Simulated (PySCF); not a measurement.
**Removing an electron from `C[Si@H]1C[Si@H](P)C1`**

C3H11PSi2.
Atom-mapped SMILES: `[CH3:1][Si@H:2]1[CH2:3][Si@H:4]([PH2:5])[CH2:6]1` (hydrogens: H7, H8, H9 on C1; H10 on Si2; H11, H12 on C3; H13 on Si4; H14, H15 on P5; H16, H17 on C6)

Cartesian coordinates in Å at the PBE0-D3(BJ)/def2-SVP level; atoms count from 1:
```
atom  x, y, z in Å
C1    -2.6661    0.4892    0.5331
Si2   -1.1071   -0.5477    0.4236
C3    -0.1594   -0.3383   -1.2209
Si4    1.2982    0.3448   -0.2066
P5     3.0919   -1.0373   -0.2851
C6     0.3582    0.1394    1.4354
H7    -3.4360    0.1093   -0.1568
H8    -2.4530    1.5357    0.2637
H9    -3.0826    0.4762    1.5524
H10   -1.4089   -1.9811    0.7353
H11    0.0541   -1.2723   -1.7630
H12   -0.6075    0.3755   -1.9295
H13    1.6432    1.7678   -0.5273
H14    3.9279   -0.1531    0.4662
H15    3.5532   -0.5501   -1.5480
H16    0.8123   -0.5681    2.1458
H17    0.1462    1.0775    1.9720
```

Level: CAM-B3LYP/def2-SVPD (PySCF). Frontier orbitals with their largest atomic shares (Löwdin; up to four atoms above 4 %):

```csv
orbital,ε (eV),main atoms
HOMO−3,-10.07,"C6 29 %, C3 29 %, Si4 12 %, Si2 7 %"
HOMO−2,-9.65,"C3 26 %, C6 25 %, Si2 16 %, Si4 12 %"
HOMO−1,-8.79,"P5 30 %, Si4 14 %, H13 10 %, C6 10 %"
HOMO,-8.48,?
LUMO,1.01,"Si4 23 %, P5 18 %, Si2 8 %, H13 6 %"
LUMO+1,1.17,"Si4 15 %, Si2 12 %, C6 11 %, C3 11 %"
LUMO+2,1.20,"Si2 16 %, Si4 14 %, P5 8 %, C1 8 %"
```

Task: What vertical ionisation energy does ΔSCF give, and how far is −ε(HOMO) from it?

Result: ΔSCF: 9.13 eV (881 kJ/mol; threshold wavelength 136 nm); ⟨S²⟩ of the doublet left behind is 0.763, against 0.75 for a pure doublet. −ε(HOMO) is 8.48 eV, 0.65 eV below it. For the exact functional −ε(HOMO) would equal the first vertical ionisation energy; CAM-B3LYP (range-separated hybrid) falls short of its own ΔSCF value by 7 %. Holes in the HOMO−1 and HOMO−2 were tried too where these lie within 1.2 eV of the HOMO; the lowest converged state counts.

Task: On which atoms does the HOMO lie?

Result: P5 (three-coordinate phosphorus) 42 %, Si4 (SiH silicon) 16 %, C3 (sp3 carbon bound to silicon) 9 %, C6 (sp3 carbon bound to silicon) 9 %. The HOMO−1 lies 0.31 eV lower.

Task: What kinetic energy would electrons from this vertical process carry with 118.2 nm light (10.49 eV)?

Result: 10.49 − 9.13 = 1.36 eV.

Task: With α = 115.4 au, estimate the like-pair dispersion coefficient by London's formula C6 = (3/4)α²I.

Result: I = 0.3354 Eh, so C6 ≈ 3350 au, a rough estimate.

One conformer (not necessarily the lowest) at the PBE0-D3(BJ)/def2-SVP geometry, without solvent, vibrations or thermal averaging.
